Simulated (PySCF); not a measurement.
BHO, SMILES O=B. Geometry: PBE0-D3(BJ)/def2-TZVPD.

All values below come from PBE0-D3(BJ)/def2-TZVPD (PySCF).

Harmonic wavenumbers (cm⁻¹): 778, 778, 1882, 2893. Rotational constants (GHz): 39.72 (linear); symmetry number 1.

Problem. Work out the zero-point energy and the ideal-gas rigid-rotor harmonic-oscillator thermochemistry at 298.15 K and 1 atm.

Solution. ZPE = ½ Σ hcν = ½ × 6330 cm⁻¹ = 9.05 kcal/mol. H − E(el) = 11.23 kcal/mol. Entropy in cal/(mol K): translation 35.90, rotation 12.03, vibration 0.45, total 48.39. G − E(el) = -3.20 kcal/mol. Cp = 8.35 cal/(mol K).
